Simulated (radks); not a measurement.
Q: Radial electron density D(r) = 4 pi r^2 rho(r) of an atom or ion with 20 electrons. Calculated with a radial shooting solver on a logarithmic mesh with Libxc functionals: scalar-relativistic Kohn-Sham, exchange-only B88, spin-unpolarised, spherical densities, finite nucleus; Fermi nuclear charge, rms radius of each element as measured or else 0.836 A^(1/3) + 0.57 fm.

```
   r/bohr * D(r) (the largest magnitude, 28, reaches the edge; | marks zero)
 0.006704 |     *
 0.007681 |       *
  0.00873 |         *
     0.01 |           *
  0.01146 |              *
  0.01313 |                 *
  0.01504 |                    *
  0.01723 |                        *
  0.01958 |                            *
  0.02244 |                                 *
  0.02571 |                                      *
  0.02945 |                                          *
  0.03374 |                                              *
  0.03866 |                                                *
  0.04429 |                                                  *
  0.05034 |                                                  *
  0.05767 |                                                 *
  0.06607 |                                              *
   0.0757 |                                           *
  0.08672 |                                        *
  0.09936 |                                      *
   0.1129 |                                     *
   0.1294 |                                       *
   0.1482 |                                           *
   0.1698 |                                                *
   0.1946 |                                                    *
   0.2229 |                                                      *
   0.2533 |                                                     *
   0.2903 |                                               *
   0.3325 |                                       *
    0.381 |                             *
   0.4365 |                     *
   0.5001 |                *
   0.5684 |               *
   0.6512 |                *
    0.746 |                  *
   0.8547 |                   *
   0.9792 |                  *
    1.122 |               *
    1.285 |           *
    1.461 |        *
    1.674 |    *
    1.917 |  *
    2.197 | *
    2.517 |*
    2.883 |*
    3.277 *
    3.755 *
    4.302 *
    4.928 *
    5.646 *
    6.469 *
    7.352 *
    8.423 *
     9.65 *
```

What is the nuclear charge?

A: Z = 22. The innermost maximum, from 1s, lies near gamma/Z bohr with gamma = sqrt(1 - (Z/c)^2) = 0.987, here 0.0449 bohr (found: 0.0480), and its height grows with Z. The density is that of the titanium ion Ti2+ in [Ar] 3d1.5 4p0.5; the configuration itself is not fixed sharply by these data, and Z only to about a unit. D(r) has 3 maxima, at r = 0.0480, 0.226, 0.868 bohr, and minima at 0.109, 0.568 bohr, inside which lie 2.14, 10.43 electrons.
